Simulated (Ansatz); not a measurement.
`[SiH3]O[SiH2]O[SiH3]` + NH₃ → `N[SiH2]O[SiH3]` + silanol  (ligand exchange at the Si–O bond)

Isolated molecules relaxed with PBE0-D4/def2-TZVP in Ansatz; ΔE leaves out vibrations. CCSD(T)/CBS is the MP2 limit (def2-TZVPP, def2-QZVPP) plus CCSD(T) − MP2 in def2-TZVPP, frozen cores. This one scheme is used for every species. Each species was taken in one conformer, which may not be the lowest.

```
               species  MP2/def2-QZVPP energy (Eh)
`[SiH3]O[SiH2]O[SiH3]`                 -1022.42716
                   NH₃                   -56.47584
      `N[SiH2]O[SiH3]`                  -712.24819
             `O[SiH3]`                  -366.62980
```

Q: Work out ΔE.

A: ΔE = (-712.24819) + (-366.62980) − (-1022.42716) − (-56.47584) = 0.02501 Eh = +65.7 kJ/mol. CCSD(T)/CBS gives +66.2 kJ/mol.

Largest T1 diagnostic among the species: 0.012.

Leaving LDA and LC-ωPBE aside and taking each functional with its dispersion term where it has one, the values, not all of them listed here, spread over 15.0 kJ/mol, from PBE-D4 to BHLYP-D4. In def2-TZVPP, CCSD(T) changes the Hartree–Fock value by −6.2 kJ/mol (the triples alone add −0.8 kJ/mol) and MP2 by −7.1 kJ/mol.
